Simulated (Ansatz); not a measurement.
# Energy profile

The step: SiHCl₃ ([Cl][SiH]([Cl])[Cl]) + H₂O + HF → SiHCl₃O ([OH][Si]([Cl])([Cl])[Cl]) + HF + H₂; bonds formed: Si1–O7, H2–H8, H6–F9; bonds broken: Si1–H2, H6–O7, H8–F9 (atoms numbered as in the saddle structure below).

| atom | x (Å) | y (Å) | z (Å) |
| --- | --- | --- | --- |
| Si1 | -0.3735 | -0.7838 | -0.2377 |
| H2 | -0.5448 | 0.0072 | 1.2218 |
| Cl3 | 0.0420 | -1.5936 | -2.1478 |
| Cl4 | 0.2158 | -2.3832 | 0.8936 |
| Cl5 | -2.3698 | -0.4177 | -0.5094 |
| H6 | 0.7884 | 1.3408 | 0.1909 |
| O7 | 0.7754 | 0.4969 | -0.5562 |
| H8 | -0.1432 | 0.9062 | 1.3613 |
| F9 | 0.4705 | 1.8775 | 1.2307 |
| H10 | 1.1392 | 0.5498 | -1.4472 |

Electronic energies by CCSD(T) at an estimated basis limit (MP2 extrapolated from triple and quadruple zeta, plus CCSD(T) − MP2 in triple zeta), on PBE0-D4/def2-TZVP structures; SiH4Cl3OF, singlet; no counterpoise correction. Ansatz 0.2.0; basis: def2-TZVPP and def2-QZVPP; cores frozen in the correlated methods. Extrapolation: Hartree–Fock as exp(−7.88 √X), correlation as X^−2.97.

Task: Give the profile in kcal/mol, counted from the separated reactants. (To be estimated.)

Result: Computed:
```json
{"point": "separated: SiHCl3 (linked as [Cl][SiH]([Cl])[Cl]; Si1, H2, Cl3, Cl4, Cl5; singlet) + H2O (H6, O7, H10; singlet) + HF (H8, F9; singlet)", "kcal/mol": "0.00"}
{"point": "start structure", "kcal/mol": "-8.48"}
{"point": "saddle", "kcal/mol": "21.15"}
{"point": "end structure", "kcal/mol": "-26.59"}
{"point": "separated: SiHCl3O (linked as [OH][Si]([Cl])([Cl])[Cl]; Si1, Cl3, Cl4, Cl5, O7, H10; singlet) + H2 (H2, H8; singlet) + HF (H6, F9; singlet)", "kcal/mol": "-20.07"}
```

No T1 diagnostic of these runs exceeds 0.011.

For scale, one of the runs: CCSD(T)/def2-TZVPP, 286 basis functions, launched by `ansatz run in.yaml --threads 8 --pin off --events-out ev --progress --plain --max-ram 19148MiB`. Hardware: 8 CPU threads of an Arm Neoverse V1, shared host. Wall time 4.3 min; peak host memory 8.3 GiB.
